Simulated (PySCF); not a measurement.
Compound: C3H13NOSi3.
Numbering: `[CH3:1][N:2]([CH3:3])[C:4](=[O:5])[SiH:6]([SiH3:7])[SiH3:8]` (hydrogens: H9, H10, H11 on C1; H12, H13, H14 on C3; H15 on Si6; H16, H17, H18 on Si7; H19, H20, H21 on Si8)

Method used: PySCF, PBE0-D3(BJ)/def2-SVP geometry optimisation, gas phase.

(1) List the bond lengths, angles and torsions at this level.

Answers

(1) 
```
                    bond  length (Å)
            C1–N2, N2–C3       1.440
                   N2–C4       1.361
                   C4=O5       1.224
                  C4–Si6       1.942
        Si6–Si7, Si6–Si8       2.342
  C1–H9 and 5 like bonds       1.102
                 Si6–H15       1.502
Si7–H16 and 5 like bonds       1.495
```

Bonds in one row agree within 0.01 Å and their mean is given. A selection of angles:
```
      angle  degrees
   N2–C1–H9    110.8
  N2–C1–H10    108.1
  H9–C1–H10    109.4
  H9–C1–H11    108.3
   C1–N2–C3    117.1
   C1–N2–C4    119.3
   C3–N2–C4    123.6
   N2–C4–O5    122.9
  N2–C4–Si6    122.5
  O5–C4–Si6    114.6
 C4–Si6–Si7    101.1
 C4–Si6–Si8    108.5
 C4–Si6–H15    114.1
Si7–Si6–Si8    112.7
Si7–Si6–H15    112.2
Si8–Si6–H15    108.2
Si6–Si7–H16    110.0
H16–Si7–H17    108.5
H17–Si7–H18    108.4
Si6–Si8–H19    110.6
```

Dihedral angles: C1–N2–C4–O5 -1° (synperiplanar); N2–C4–Si6–Si7 -168° (antiperiplanar). The mirror-image conformer, all signs reversed, is as good.

The C–N distances run from 1.361 Å (N2–C4, drawn single) to 1.443 Å (C1–N2, drawn single), a spread of 0.082 Å. N2 (nitrogen bound to a carbonyl carbon) is planar (angles 123.6°, 119.3° and 117.1°, sum 360.0°, 0.00 Å off the plane of its three neighbours). Si7 (SiH3 silicon) is tetrahedral (angles from 108.4° to 110.5°). Of the pairs four or more bonds apart, Si6···H14 is among the closest relative to their van der Waals radii: 2.60 Å, 79 % of the sum of Bondi's values. Si6 (SiH silicon) is distorted tetrahedral (angles from 101.1° to 114.1°).

Point group: C1 (no symmetry element, even within 0.4 Å). Not checked by PBE0-D3(BJ)/def2-SVP frequencies. One conformer, not necessarily the lowest.
